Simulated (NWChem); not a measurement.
System: CH6BOP; SMILES COBP

The following NWChem deck was run.

```
start job
memory heap 200 mb stack 900 mb global 1100 mb
geometry units angstroms noautoz
  B     -1.003726     0.002825    -0.085944
  H     -2.200452    -0.181693    -0.220296
  O     -0.595567     1.293705    -0.155389
  C      0.765440     1.690454    -0.053339
  H      1.428634     1.044257    -0.669254
  H      0.849860     2.734691    -0.411887
  H      1.110647     1.648656     1.001859
  P      0.198711    -1.511340     0.024820
  H     -0.654157    -2.321773     0.844788
  H      1.038593    -1.050609     1.097595
end
basis spherical
  B library 6-311++g**
  H library 6-311++g**
  O library 6-311++g**
  C library 6-311++g**
  P library 6-311++g**
end
dft
  xc xpbe96 cpbe96
  iterations 150
  mulliken
end
task dft energy
```

Output (shortened):

```
             Northwest Computational Chemistry Package (NWChem) 7.3.0
             --------------------------------------------------------

 C1  symmetry detected

                             Geometry "geometry" -> ""
                             -------------------------

 Output coordinates in angstroms (scale by  1.889725989 to convert to a.u.)

  No.       Tag          Charge          X              Y              Z
 ---- ---------------- ---------- -------------- -------------- --------------
    1 B                    5.0000    -0.99151712     0.01499814     0.00406326
    2 H                    1.0000    -2.19642864    -0.16141769    -0.03221535
    3 O                    8.0000    -0.58462365     1.30783085    -0.02437684
    4 C                    6.0000     0.78207359     1.69808525    -0.02233431
    5 H                    1.0000     1.38351488     1.09038913    -0.73347559
    6 H                    1.0000     0.83914454     2.76206594    -0.32366856
    7 H                    1.0000     1.22103751     1.59283203     0.99284557
    8 P                   15.0000     0.20814721    -1.50275398    -0.08567548
    9 H                    1.0000    -0.57129020    -2.36139459     0.75797528
   10 H                    1.0000     1.14394699    -1.10731409     0.93237516

 Effective nuclear repulsion energy (a.u.)     149.1070279914

  pbe96 is a nonlocal functional; adding pw91lda local functional.

                                 NWChem DFT Module
                                 -----------------

 Summary of "ao basis" -> "ao basis" (spherical)
 ------------------------------------------------------------------------------
       Tag                 Description            Shells   Functions and Types
 ---------------- ------------------------------  ------  ---------------------
 B                         6-311++g**               10       22   5s4p1d
 H                         6-311++g**                5        7   4s1p
 O                         6-311++g**               10       22   5s4p1d
 C                         6-311++g**               10       22   5s4p1d
 P                         6-311++g**               14       30   7s6p1d

            General Information
            -------------------
          SCF calculation type: DFT
          Wavefunction type:  closed shell.
          No. of atoms     :    10
          No. of electrons :    40
           Alpha electrons :    20
            Beta electrons :    20
          Charge           :     0
          Spin multiplicity:     1
          Use of symmetry is: off; symmetry adaption is: off
          Maximum number of iterations: 150
          AO basis - number of functions:   138
                     number of shells:    74
          Convergence on energy requested:  1.00D-06
          Convergence on density requested:  1.00D-05
          Convergence on gradient requested:  5.00D-04

              XC Information
              --------------
          PerdewBurkeErnzerhof Exchange Functional  1.000
            Perdew 1991 LDA Correlation Functional  1.000 local
           PerdewBurkeErnz. Correlation Functional  1.000 non-local

             Grid Information
             ----------------
          Grid used for XC integration:  medium
          Radial quadrature: Mura-Knowles
          Angular quadrature: Lebedev.
          Tag              B.-S. Rad. Rad. Pts. Rad. Cut. Ang. Pts.
          ---              ---------- --------- --------- ---------
          B                   0.85       49          14.0       434
          H                   0.35       45          16.0       434
          O                   0.60       49          13.0       434
          C                   0.70       49          15.0       434
          P                   1.00       88          15.0       590
          Grid pruning is: on
          Number of quadrature shells:   505
          Spatial weights used:  Erf1

      Superposition of Atomic Density Guess
      -------------------------------------

 Sum of atomic energies:        -480.62970444

      Non-variational initial energy
      ------------------------------

 Total energy =    -482.374480
 1-e energy   =    -956.138424
 2-e energy   =     324.656916
 HOMO         =      -0.286205
 LUMO         =       0.005499

     ---------------------------------------------
      Total Density - Mulliken Population Analysis
     ---------------------------------------------

    Atom       Charge   Shell Charges
 -----------   ------   -------------------------------------------------------
    1 B    5     4.86   1.13  0.86  0.33  0.72  0.81  0.50  0.41 -0.01 -0.01  0.12
    2 H    1     1.04   0.24  0.56  0.18  0.04  0.01
    3 O    8     8.32   1.08  0.91  1.00  1.02  2.26  0.73  1.52 -0.15 -0.06  0.01
    4 C    6     6.36   1.10  0.89  0.52  0.77  1.43  0.54  0.89  0.10  0.03  0.07
    5 H    1     0.84   0.24  0.45  0.12  0.01  0.02
    6 H    1     0.83   0.24  0.45  0.11  0.00  0.02
    7 H    1     0.82   0.24  0.45  0.11  0.00  0.02
    8 P   15    15.05   0.79  1.18  0.93  1.06  0.91  0.92  2.01  3.89  0.61  2.11  0.80 -0.09 -0.10  0.05
    9 H    1     0.96   0.21  0.52  0.18  0.04  0.02
   10 H    1     0.93   0.21  0.51  0.18  0.02  0.02

   convergence    iter        energy       DeltaE   RMS-Dens  Diis-err
 ---------------- ----- ----------------- --------- --------- ---------
 d= 0,ls=0.0,diis     1   -482.7900980730 -6.32D+02  9.24D-03  1.26D+00
 d= 0,ls=0.0,diis     2   -482.6560682797  1.34D-01  7.40D-03  2.13D+00
 d= 0,ls=0.0,diis     3   -482.8215027936 -1.65D-01  2.52D-03  5.44D-01
 d= 0,ls=0.0,diis     4   -482.8656936817 -4.42D-02  1.42D-03  2.34D-02
 d= 0,ls=0.0,diis     5   -482.8682788318 -2.59D-03  6.89D-04  4.00D-03
  Resetting Diis
 d= 0,ls=0.0,diis     6   -482.8688730692 -5.94D-04  2.10D-04  1.57D-04
 d= 0,ls=0.0,diis     7   -482.8689003961 -2.73D-05  7.73D-05  2.05D-05
 d= 0,ls=0.0,diis     8   -482.8688935517  6.84D-06  4.56D-05  7.63D-05
 d= 0,ls=0.0,diis     9   -482.8689030089 -9.46D-06  7.43D-06  1.94D-06
 d= 0,ls=0.0,diis    10   -482.8689031723 -1.63D-07  2.56D-06  1.09D-07

         Total DFT energy =     -482.868903172338
      One electron energy =     -959.785983047064
           Coulomb energy =      370.993413002200
    Exchange-Corr. energy =      -43.183361118837
 Nuclear repulsion energy =      149.107027991363

 Numeric. integr. density =       40.000023417293

                       DFT Final Molecular Orbital Analysis
                       ------------------------------------

 Vector   18  Occ=2.000000D+00  E=-2.962753D-01
              MO Center= -7.7D-02,  1.0D+00,  6.2D-02, r^2= 2.5D+00
   Bfn.  Coefficient  Atom+Function         Bfn.  Coefficient  Atom+Function
  ----- ------------  ---------------      ----- ------------  ---------------
    38      0.304140   3 O  pz               42      0.276366   3 O  pz
    34      0.207192   3 O  pz               89     -0.177787   7 H  s
    60     -0.158781   4 C  pz                9      0.148054   1 B  pz
   112      0.119793   8 P  pz               56     -0.111624   4 C  pz
    88     -0.112079   7 H  s                64     -0.111334   4 C  pz

 Vector   19  Occ=2.000000D+00  E=-2.732857D-01
              MO Center= -2.7D-01, -1.1D-01, -5.3D-02, r^2= 3.7D+00
   Bfn.  Coefficient  Atom+Function         Bfn.  Coefficient  Atom+Function
  ----- ------------  ---------------      ----- ------------  ---------------
   100      0.264464   8 P  s               112     -0.257533   8 P  pz
    99      0.178760   8 P  s                37      0.149936   3 O  py
    38      0.144647   3 O  pz               36     -0.143447   3 O  px
   133     -0.137844  10 H  s                41      0.136901   3 O  py
    42      0.134959   3 O  pz              115     -0.131820   8 P  pz

 Vector   20  Occ=2.000000D+00  E=-2.259679D-01
              MO Center= -4.0D-02, -1.0D+00, -1.8D-01, r^2= 3.2D+00
   Bfn.  Coefficient  Atom+Function         Bfn.  Coefficient  Atom+Function
  ----- ------------  ---------------      ----- ------------  ---------------
   100      0.319870   8 P  s               112     -0.286425   8 P  pz
   111     -0.239853   8 P  py              110      0.216318   8 P  px
   115     -0.188494   8 P  pz               99      0.146027   8 P  s
    11     -0.142825   1 B  px               10     -0.134424   1 B  s
   113      0.127416   8 P  px              114     -0.116750   8 P  py

 Vector   21  Occ=0.000000D+00  E=-5.784493D-02
              MO Center= -6.9D-01, -2.3D-01,  4.6D-02, r^2= 3.6D+00
   Bfn.  Coefficient  Atom+Function         Bfn.  Coefficient  Atom+Function
  ----- ------------  ---------------      ----- ------------  ---------------
    13      0.589430   1 B  pz                9      0.341586   1 B  pz
   100      0.339075   8 P  s               135     -0.331912  10 H  s
   134     -0.292205  10 H  s               116      0.250224   8 P  s
    46     -0.235941   3 O  pz               17      0.232931   1 B  pz
     5      0.209969   1 B  pz               42     -0.204075   3 O  pz

 Vector   22  Occ=0.000000D+00  E=-2.685823D-02
              MO Center=  7.7D-01,  1.0D-01,  5.0D-01, r^2= 1.2D+01
   Bfn.  Coefficient  Atom+Function         Bfn.  Coefficient  Atom+Function
  ----- ------------  ---------------      ----- ------------  ---------------
    65      2.081570   4 C  s               116      1.725860   8 P  s
    14     -1.352635   1 B  s                77     -0.857145   5 H  s
    91     -0.784702   7 H  s               128     -0.710723   9 H  s
   135     -0.615996  10 H  s                84     -0.589803   6 H  s
    61      0.582811   4 C  s               127     -0.404389   9 H  s

 Vector   23  Occ=0.000000D+00  E=-1.629984D-02
              MO Center=  4.8D-01, -8.8D-01,  3.8D-01, r^2= 6.9D+00
   Bfn.  Coefficient  Atom+Function         Bfn.  Coefficient  Atom+Function
  ----- ------------  ---------------      ----- ------------  ---------------
   116      1.167498   8 P  s               135     -1.161350  10 H  s
    43     -0.671700   3 O  s                14     -0.649939   1 B  s
   134     -0.641542  10 H  s               113      0.614145   8 P  px
   127      0.604242   9 H  s                91     -0.584834   7 H  s
   114      0.579858   8 P  py              128      0.485956   9 H  s

     ---------------------------------------------
      Total Density - Mulliken Population Analysis
     ---------------------------------------------

    Atom       Charge   Shell Charges
 -----------   ------   -------------------------------------------------------
    1 B    5     5.06   1.13  0.85  0.47  0.68  0.98  0.42  0.45 -0.02 -0.03  0.13
    2 H    1     1.02   0.26  0.55  0.13  0.08  0.01
    3 O    8     8.02   1.08  0.91  0.97  1.00  2.06  0.76  1.38 -0.12 -0.05  0.01
    4 C    6     6.51   1.10  0.88  0.63  0.76  1.50  0.52  0.82  0.17  0.06  0.08
    5 H    1     0.82   0.27  0.47  0.07 -0.00  0.02
    6 H    1     0.82   0.27  0.47  0.06 -0.00  0.02
    7 H    1     0.81   0.27  0.47  0.06 -0.01  0.02
    8 P   15    14.92   0.79  1.17  0.91  1.07  0.92  0.96  2.03  3.83  0.70  2.04  0.63 -0.13 -0.08  0.07
    9 H    1     1.01   0.24  0.55  0.14  0.06  0.02
   10 H    1     0.99   0.24  0.55  0.15  0.03  0.02

     -------------------------------------------
      Total Density - Lowdin Population Analysis
     -------------------------------------------

    Atom       Charge   Shell Charges
 -----------   ------   -------------------------------------------------------
    1 B    5     5.28   1.07  0.90  0.46  0.44  1.09  0.24  0.62  0.05  0.11  0.32
    2 H    1     1.00   0.25  0.45  0.21  0.05  0.03
    3 O    8     8.12   1.03  0.95  0.98  0.80  1.98  0.48  1.40  0.12  0.37  0.02
    4 C    6     5.99   1.05  0.92  0.61  0.48  1.40  0.28  0.90  0.05  0.15  0.16
    5 H    1     0.95   0.27  0.43  0.15  0.03  0.07
    6 H    1     0.94   0.27  0.43  0.15  0.03  0.06
    7 H    1     0.95   0.27  0.43  0.15  0.03  0.07
    8 P   15    14.62   0.91  1.08  0.93  1.03  0.69  0.52  2.23  3.43  0.96  1.79  0.75  0.07  0.17  0.07
    9 H    1     1.07   0.26  0.49  0.22  0.05  0.05
   10 H    1     1.07   0.25  0.49  0.23  0.05  0.05

     Multipole analysis of the density
     ---------------------------------

     L   x y z        total         alpha         beta         nuclear
     -   - - -        -----         -----         ----         -------
     0   0 0 0     -0.000000    -20.000000    -20.000000     40.000000

     1   1 0 0      0.545978      0.272989      0.272989     -0.000000
     1   0 1 0      0.300594      0.150297      0.150297      0.000000
     1   0 0 1      0.280702      0.140351      0.140351     -0.000000

     2   2 0 0    -25.674225    -53.079469    -53.079469     80.484714
     2   1 1 0      2.948225     -4.406207     -4.406207     11.760639
     2   1 0 1      0.496757     -0.379794     -0.379794      1.256344
     2   0 2 0    -25.180676   -160.866207   -160.866207    296.551738
     2   0 1 1     -1.316128      1.985416      1.985416     -5.286960
     2   0 0 2    -25.361350    -18.378864    -18.378864     11.396379
```

Level: PBE/6-311++G** (spherical d). Coordinates come from a PBE-D3(BJ)/def2-SVP optimisation.
